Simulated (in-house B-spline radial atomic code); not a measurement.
Whole-atom quantities along the 19-electron series, configuration [Ar] 3d1. Breit and QED terms are first order and not part of the total energy; the density at the nucleus is averaged over the nuclear charge. Computed with an all-electron radial atomic-structure program (B-spline basis): Dirac-Hartree-Fock, average of the configuration, finite nuclei.

| ion | Z | E/Z² (Eh) | Σ<r²> (bohr²) | n(0)/Z³ (bohr⁻³) | Lamb diamagnetic shielding (ppm) | repulsion over attraction | Breit energy (eV) | self-energy (eV) | vacuum polarisation (eV) | Dirac less non-relativistic energy (Eh) |
| --- | --- | --- | --- | --- | --- | --- | --- | --- | --- | --- |
| Sc2+ | 21 | -1.7296 | 16.217 | 0.77605 | 1524.44 | 0.15009 | 6.1338 | 4.3862 | -0.32894 | -3.6395 |
| Ti3+ | 22 | -1.7587 | 12.93 | 0.78958 | 1616.26 | 0.14566 | 7.1987 | 5.1673 | -0.39695 | -4.4511 |
| V4+ | 23 | -1.7861 | 10.723 | 0.80383 | 1708.05 | 0.14123 | 8.3847 | 6.0416 | -0.47507 | -5.3946 |
| Cr5+ | 24 | -1.8119 | 9.0962 | 0.81829 | 1799.97 | 0.13692 | 9.6984 | 7.0153 | -0.56428 | -6.484 |
| Mn6+ | 25 | ? | ? | ? | ? | ? | ? | ? | ? | ? |
| Fe7+ | 26 | ? | ? | ? | ? | ? | ? | ? | ? | ? |
| Co8+ | 27 | -1.881 | 6.0298 | 0.86468 | 2076.92 | 0.12495 | 14.473 | 10.596 | -0.90913 | -10.778 |
| Ni9+ | 28 | -1.9016 | 5.3597 | 0.88192 | 2169.75 | 0.1213 | 16.365 | 12.031 | -1.0537 | -12.607 |
| Cu10+ | 29 | -1.9212 | 4.7986 | 0.89841 | 2262.88 | 0.11782 | 18.419 | 13.598 | -1.215 | -14.662 |
| Zn11+ | 30 | -1.9398 | 4.3232 | 0.91622 | 2356.32 | 0.11451 | 20.642 | 15.304 | -1.3946 | -16.965 |
| Ga12+ | 31 | -1.9576 | 3.9164 | 0.93437 | 2450.11 | 0.11135 | 23.04 | 17.156 | -1.5938 | -19.533 |
| Ge13+ | 32 | -1.9745 | 3.5653 | 0.95306 | 2544.25 | 0.10834 | 25.621 | 19.162 | -1.8141 | -22.389 |
| As14+ | 33 | -1.9907 | 3.26 | 0.97327 | 2638.77 | 0.10547 | 28.393 | 21.328 | -2.057 | -25.553 |
| Se15+ | 34 | ? | ? | ? | ? | ? | ? | ? | ? | ? |
| Br16+ | 35 | -2.0212 | 2.7569 | 1.0158 | 2829.02 | 0.10011 | 34.533 | 26.174 | -2.6175 | -32.896 |
| Kr17+ | 36 | -2.0355 | 2.5482 | 1.0384 | 2924.78 | 0.097614 | 37.917 | 28.87 | -2.9385 | -37.124 |
| Rb18+ | 37 | -2.0493 | 2.3623 | 1.0622 | 3021 | 0.095225 | 41.52 | 31.758 | -3.2893 | -41.755 |
| Sr19+ | 38 | -2.0626 | 2.196 | 1.0869 | 3117.68 | 0.092939 | 45.35 | 34.847 | -3.6717 | -46.817 |

(1) Fill in the row of Mn6+.

(2) Fill in the row of Fe7+.

(3) Fill in the row of Se15+.

(4) With what power of Z does the column «Σ<r²> (bohr²)» change over this range?

## Answers

(1) E/Z² (Eh): -1.8362; Σ<r²> (bohr²): 7.8399; n(0)/Z³ (bohr⁻³): 0.83311; Lamb diamagnetic shielding (ppm): 1892.06; repulsion over attraction: 0.13276; Breit energy (eV): 11.147; self-energy (eV): 8.0947; vacuum polarisation (eV): -0.66562; Dirac less non-relativistic energy (Eh): -7.7339.

(2) E/Z² (Eh): -1.8592; Σ<r²> (bohr²): 6.8411; n(0)/Z³ (bohr⁻³): 0.8487; Lamb diamagnetic shielding (ppm): 1984.36; repulsion over attraction: 0.12877; Breit energy (eV): 12.736; self-energy (eV): 9.286; vacuum polarisation (eV): -0.78019; Dirac less non-relativistic energy (Eh): -9.16.

(3) E/Z² (Eh): -2.0062; Σ<r²> (bohr²): 2.9926; n(0)/Z³ (bohr⁻³): 0.99393; Lamb diamagnetic shielding (ppm): 2733.69; repulsion over attraction: 0.10273; Breit energy (eV): 31.361; self-energy (eV): 23.663; vacuum polarisation (eV): -2.3242; Dirac less non-relativistic energy (Eh): -29.047.

(4) A fit of the logarithm of its size against log Z from Z = 21 to 38 has slope -3.27. Unscreened non-relativistic hydrogenic orbitals would give -2.
